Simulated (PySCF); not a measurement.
Cl$_{4}$SW, singlet, geometry from GFN2-xTB of the parent state (such geometries of metal compounds can be far from the true shape) (the multiplicity is a formal guess) (core potentials on W); DF-B3LYP/def2-SV(P) (PySCF).

The PySCF input:
```python
from pyscf import gto, scf, dft

mol = gto.Mole()
mol.atom = '''
    W     0.00286310   -0.07759705    0.04671073
    S     0.07189569   -1.94854917    1.17295890
    Cl   -1.59022183   -0.31037545   -1.64810503
    Cl    1.55015711    1.39622747    0.99445985
    Cl    1.55126637   -0.22472173   -1.69837021
    Cl   -1.59133109    1.31057375    1.04472503
'''
mol.basis = 'def2-sv(p)'
mol.ecp = {'W': 'def2-sv(p)'}
mol.verbose = 4
mol.build()

mf = dft.RKS(mol)
mf.xc = 'b3lyp'
mf = mf.density_fit(auxbasis='def2-universal-jkfit')
mf.kernel()
mf.analyze()
```

Q: Predict the main parts of the log of this PySCF run.

A: 
```
PySCF version 2.14.0

[INPUT] verbose = 4
[INPUT] num. atoms = 6
[INPUT] num. electrons = 98
[INPUT] charge = 0
[INPUT] spin (= nelec alpha-beta = 2S) = 0
[INPUT] symmetry False subgroup None
[INPUT] Mole.unit = angstrom
[INPUT] Symbol           X                Y                Z      unit          X                Y                Z       unit  Magmom
[...]
nuclear repulsion = 690.454960670454
number of shells = 51
number of NR pGTOs = 230
number of NR cGTOs = 115
basis = def2-sv(p)
ecp = {'W': 'def2-sv(p)'}

******** <class 'pyscf.df.df_jk.DFRKS'> ********
method = DFRKS
initial guess = minao
damping factor = 0
level_shift factor = 0
DIIS = <class 'pyscf.scf.diis.CDIIS'>
diis_start_cycle = 1
diis_space = 8
diis_damp = 0
SCF conv_tol = 1e-09
SCF conv_tol_grad = None
SCF max_cycles = 50
direct_scf = False
XC library pyscf.dft.libxc version 7.1.2
    S. Lehtola, C. Steigemann, M. J. T. Oliveira, and M. A. L. Marques,  SoftwareX 7, 1–5 (2018)
XC functionals = b3lyp
    P. J. Stephens, F. J. Devlin, C. F. Chabalowski, and M. J. Frisch,  J. Phys. Chem. 98, 11623 (1994)
radial grids:
    Treutler-Ahlrichs [JCP 102, 346 (1995); DOI:10.1063/1.469408] (M4) radial grids

becke partition: Becke, JCP 88, 2547 (1988); DOI:10.1063/1.454033
pruning grids: <function nwchem_prune>
grids dens level: 3
symmetrized grids: False
atomic radii adjust function: <function treutler_atomic_radii_adjust>
small_rho_cutoff = 0
Set gradient conv threshold to 3.16228e-05
Initial guess from minao.
tot grids = 118712
******** <class 'pyscf.df.df.DF'> ********
auxbasis = def2-universal-jkfit
init E= -2293.30722795435
[...]
cycle= 1 E= -2305.49000959749  delta_E= -12.2  |g|= 0.825  |ddm|= 7.42
[...]
cycle= 2 E= -2301.8766040056  delta_E= 3.61  |g|= 3.64  |ddm|= 4.17
[...]
cycle= 3 E= -2305.62388645927  delta_E= -3.75  |g|= 0.395  |ddm|= 3.89
[...]
cycle= 4 E= -2305.63884450651  delta_E= -0.015  |g|= 0.306  |ddm|= 0.815
[...]
cycle= 5 E= -2305.66841439959  delta_E= -0.0296  |g|= 0.104  |ddm|= 0.518
[...]
cycle= 6 E= -2305.67211730686  delta_E= -0.0037  |g|= 0.011  |ddm|= 0.14
[...]
cycle= 7 E= -2305.67214467317  delta_E= -2.74e-05  |g|= 0.00379  |ddm|= 0.00848
[...]
cycle= 8 E= -2305.67214871949  delta_E= -4.05e-06  |g|= 0.000207  |ddm|= 0.00372
[...]
cycle= 9 E= -2305.67214873022  delta_E= -1.07e-08  |g|= 9.7e-05  |ddm|= 0.000337
[...]
cycle= 10 E= -2305.67214873234  delta_E= -2.12e-09  |g|= 3.86e-05  |ddm|= 0.00012
[...]
cycle= 11 E= -2305.67214873273  delta_E= -3.93e-10  |g|= 1.63e-05  |ddm|= 5.07e-05
[...]
Extra cycle  E= -2305.67214873169  delta_E= 1.04e-09  |g|= 6.28e-05  |ddm|= 8.1e-05
converged SCF energy = -2305.67214873169
**** SCF Summaries ****
Total Energy =                       -2305.672148731689049
Nuclear Repulsion Energy =             690.454960670454057
One-electron Energy =                -4580.424968051464020
Two-electron Energy =                 1584.297858649320915
Two-electron Coulomb Energy =         1730.572389745208966
DFT Exchange-Correlation Energy =     -146.274531095888165
HOMO-LUMO gap [eV] =                     3.254990459535548
**** MO energy ****
[...]
Dipole moment(X, Y, Z, Debye):  0.02598, -0.69801,  0.42045
```
